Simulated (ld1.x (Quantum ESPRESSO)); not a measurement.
Transferability test, PAW potential for Co (Z = 27)

cobalt (Co), PAW, made with ld1.x (Quantum ESPRESSO) 7.5 (LDA (PZ), scalar-relativistic). Core [Ar], reference 3d7 4s2 4p0. Waves: 4s (bound): rcut 2.20, rcutus 2.80 bohr; 4s channel at 1 Ry: rcut 2.20, rcutus 2.80 bohr; 4p (bound, empty): rcut 2.70, rcutus 3.25 bohr; 4p channel at 2.55 Ry: rcut 2.70, rcutus 3.25 bohr; 3d (bound): rcut 0.70, rcutus 0.90 bohr; 3d channel at 2.35 Ry: rcut 0.70, rcutus 0.90 bohr. Local part: all-electron potential smoothed inside 3.10 bohr (lloc = -2). Core correction: Bessel-smoothed model core, default radius (core density twice the valence density). Augmentation charge: BESSEL, radius 0.55 bohr.

Energies are relative to the spin-unpolarised reference configuration 3d7 4s2 4p0; without spin polarisation the order of configurations can differ from experiment. Spin-polarised rows fill each open shell by Hund’s rule, majority spin first.

| valence configuration | charge | ΔE all-electron (eV) | error AE − PS (meV) |
| --- | --- | --- | --- |
| 3d7 4s1 4p0 | +1 | 9.296 | +3.6 |
| 3d7 4s0 4p0 | +2 | 26.380 | -14 |
| 3d6 4s0 4p0 | +3 | 62.569 | -242 |
| 3d6 4s2 4p1 | 0 | 9.772 | -58 |
| 3d8 4s0 4p0 | +1 | 6.705 | -102 |
| 3d8 4s1 4p0 | 0 | -1.239 | -48 |
| 3d7 4s2 4p0 (spin-polarised) | 0 | -1.983 | -9.1 |

Problem. What are ΔE and the potential's error for 3d7 4s1 4p0 (spin-polarised)?

Solution. ΔE = 6.717 eV all-electron; the error (AE − PS) is -3.6 meV.

Problem. What are ΔE and the potential's error for 3d5 4s0 4p0?

Solution. ΔE = 118.220 eV all-electron; the error (AE − PS) is -1428 meV.
